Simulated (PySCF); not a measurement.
PySCF input file for B(H)(OEt)(NH2) (C2H8BNO), SMILES CCOBN, IEF-PCM-M06-2X/def2-SVP. The structure is a stationary point at B3LYP-D3(BJ)/def2-SVP. The structure was generated by enumeration, and PubChem lists no compound with its InChIKey, so it may never have been made. One conformer was computed; it need not be the lowest.

```python
import numpy as np
from pyscf import gto, scf, dft
from pyscf.solvent import pcm

mol = gto.M(
    atom='''
    B    -0.36489523    0.74927273    0.87439113
    H    -1.09083926    0.06972801    1.57027627
    O     0.50994482    0.17392006   -0.00166794
    C     0.56370685   -1.22500404   -0.20225025
    C    -0.21716278   -1.63482342   -1.44116204
    H     1.62577442   -1.50307973   -0.31386024
    H     0.17615422   -1.75526850    0.68705066
    H     0.15260867   -1.09454541   -2.32667471
    H    -0.11642720   -2.71661446   -1.62566761
    H    -1.28771228   -1.40289303   -1.32193694
    N    -0.41829777    2.14827146    0.97252783
    H    -1.03287470    2.62993965    1.61379744
    H     0.16705370    2.75607403    0.41118204
    ''',
    basis='def2-SVP',
    charge=0,
    spin=0,
    max_memory=1600,
    verbose=3,
)
mf = dft.RKS(mol, xc='m06-2x').density_fit(auxbasis='def2-universal-jkfit')
mf.grids.level = 4
mf.conv_tol = 1e-9
mf.max_cycle = 100
mf.kernel()
res = {}
for name, eps in {'water': 78.355, '2-propanol': 19.264, 'N,N-dimethylformamide': 37.219}.items():
    s = mf.PCM()
    s.with_solvent.method, s.with_solvent.eps, s.with_solvent.lebedev_order = 'IEF-PCM', eps, 29
    s.kernel(mf.make_rdm1())
    res[name] = (s.e_tot, eps, s.dip_moment(), s.mo_energy, s.converged)
    print(f'{name}: electrostatic solvation free energy {(s.e_tot - mf.e_tot) * 627.509474:.3f} kcal/mol')
```

Program output:

```
converged SCF energy = -235.652739548081

WARN: PCM is an experimental feature. It is still in testing.
Features and APIs may be changed in the future.

converged SCF energy = -235.659135549003
Dipole moment(X, Y, Z, Debye): -0.33846,  0.43637,  0.12591
water: electrostatic solvation free energy -4.014 kcal/mol

WARN: PCM is an experimental feature. It is still in testing.
Features and APIs may be changed in the future.

converged SCF energy = -235.658731790833
Dipole moment(X, Y, Z, Debye): -0.33309,  0.43820,  0.12016
2-propanol: electrostatic solvation free energy -3.760 kcal/mol

WARN: PCM is an experimental feature. It is still in testing.
Features and APIs may be changed in the future.

converged SCF energy = -235.658987680857
Dipole moment(X, Y, Z, Debye): -0.33647,  0.43714,  0.12374
N,N-dimethylformamide: electrostatic solvation free energy -3.921 kcal/mol
```

Self-consistency was reached.

Cost: very roughly 6 core-minutes.
